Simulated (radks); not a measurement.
Radial electron density D(r) = 4 pi r^2 rho(r) of an atom or ion with 37 electrons. Method: Dirac Kohn-Sham, SOGGA, spin-unpolarised, spherical densities, point nucleus; computed with a radial shooting solver on a logarithmic mesh with Libxc functionals.

| r (bohr) | D(r) (e/bohr) |
|---|---|
| 0.002053 | 2.156 |
| 0.002371 | 2.775 |
| 0.002738 | 3.559 |
| 0.003162 | 4.544 |
| 0.003652 | 5.773 |
| 0.004217 | 7.293 |
| 0.00491 | 9.267 |
| 0.00567 | 11.54 |
| 0.006548 | 14.23 |
| 0.007562 | 17.38 |
| 0.008734 | 20.97 |
| 0.01009 | 24.97 |
| 0.01174 | 29.52 |
| 0.01356 | 33.96 |
| 0.01566 | 38.27 |
| 0.01809 | 42.15 |
| 0.02089 | 45.24 |
| 0.02412 | 47.21 |
| 0.02808 | 47.81 |
| 0.03243 | 46.95 |
| 0.03746 | 44.97 |
| 0.04326 | 42.51 |
| 0.04996 | 40.47 |
| 0.05816 | 39.84 |
| 0.06717 | 41.44 |
| 0.07757 | 45.22 |
| 0.08958 | 50.34 |
| 0.1035 | 55.08 |
| 0.1195 | 57.46 |
| 0.1391 | 55.80 |
| 0.1606 | 50.30 |
| 0.1855 | 42.82 |
| 0.2143 | 36.33 |
| 0.2474 | 33.41 |
| 0.2858 | 34.76 |
| 0.3327 | 38.72 |
| 0.3842 | 41.34 |
| 0.4437 | 40.01 |
| 0.5124 | 34.20 |
| 0.5918 | 25.75 |
| 0.689 | 17.10 |
| 0.7957 | 11.41 |
| 0.9189 | 8.617 |
| 1.061 | 7.771 |
| 1.226 | 7.445 |
| 1.415 | 6.672 |
| 1.648 | 5.183 |
| 1.903 | 3.533 |
| 2.198 | 2.124 |
| 2.538 | 1.192 |
| 2.931 | 0.6984 |
| 3.385 | 0.4710 |
| 3.941 | 0.3430 |
| 4.551 | 0.2397 |
| 5.256 | 0.1432 |
| 6.07 | 0.07064 |
| 7.011 | 0.02786 |
| 8.096 | 0.008411 |
| 9.426 | 0.001714 |
| 10.89 | 0.0002695 |

What is the nuclear charge?

Answer. Z = 38. The innermost maximum, from 1s, lies near gamma/Z bohr with gamma = sqrt(1 - (Z/c)^2) = 0.961, here 0.0253 bohr (found: 0.0276), and its height grows with Z. The density is that of the strontium ion Sr+ in [Kr] 5s1; the configuration itself is not fixed sharply by these data, and Z only to a few units. D(r) has 3 maxima, at r = 0.0276, 0.122, 0.397 bohr, and minima at 0.0563, 0.253 bohr, inside which lie 2.07, 11.07 electrons.
